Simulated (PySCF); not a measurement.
Isomers CH12N2Si4:

A. `[SiH3]N1[Si@H](N[SiH3])[SiH2]C1`
B. SMILES C[Si@@]1(N)[SiH2][SiH2][Si@@H]1N
C. `[SiH3]N([SiH3])[Si@H]1NC[SiH2]1`

Spectrum 1. 1H NMR (500 MHz, computed): δ 6.17 (m, 1H), 4.16 (m, 1H), 3.99 (m, 1H), 3.63 (m, 1H), 3.51 (m, 1H), 0.40 (s, 3H), 0.36 (br s, 2H), -0.12 (br s, 2H). 13C{1H} NMR (computed): δ 0.5 (CH3).

Spectrum 2. 1H NMR (500 MHz, computed): δ 6.01 (m, 1H), 4.74 (s, 6H), 4.61 (m, 1H), 4.39 (m, 1H), 3.28 (m, 1H), 3.27 (m, 1H), 1.21 (br s, 1H). 13C{1H} NMR (computed): δ 32.2 (CH2).

Spectrum 3. 1H NMR (500 MHz, computed): δ 5.79 (m, 1H), 4.80 (s, 3H), 4.69 (m, 1H), 4.64 (m, 1H), 4.64 (s, 3H), 3.06 (m, 1H), 2.93 (m, 1H), 0.29 (br s, 1H). 13C{1H} NMR (computed): δ 34.0 (CH2).

Relativity neglected, single conformer, equivalent nuclei averaged, no solvent. Geometry: GFN2-xTB; PBE0/pcSseg-1 with gauge-including orbitals; PySCF 2.14.

δ = σ(ref) − σ, references computed at the same level: 1H (31.72 ppm) and 13C (186.93 ppm) against TMS. Where no couplings were computed, multiplicities follow the n + 1 count of equivalent neighbours, and m marks all less simple cases (inequivalent or close neighbours, rings, F or P nearby). Shifts are as computed. Against solution values, carbons near 30 ppm lie about +3 ppm off and those near 130 ppm about +5 ppm. Of 1211 compounds with measured shifts, 218 miss one by over three times the rms of a fit or turn the order of signals round; such compounds aren't used in these exercises. OH and NH positions are gas-phase values without hydrogen bonding to other molecules.

Which spectrum belongs to which compound?

## Answers

1–B, 2–C, 3–A.

- Spectrum 1 (B): a single 13C signal, at 0.5 ppm (methyl carbon bonded to Si); δH 0.40 is the hydrogen on a methyl carbon bonded to Si; δH 0.36 is the hydrogen on a nitrogen bonded to Si.
- Spectrum 2 (C): a single 13C signal, at 32.2 ppm (sp3 CH2 bonded to N and Si); δH 3.28 is the hydrogen on an sp3 CH2 bonded to N and Si; δH 3.27 is the hydrogen on an sp3 CH2 bonded to N and Si.
- Spectrum 3 (A): a single 13C signal, at 34.0 ppm (sp3 CH2 bonded to N and Si); δH 3.06 is the hydrogen on an sp3 CH2 bonded to N and Si; δH 2.93 is the hydrogen on an sp3 CH2 bonded to N and Si.
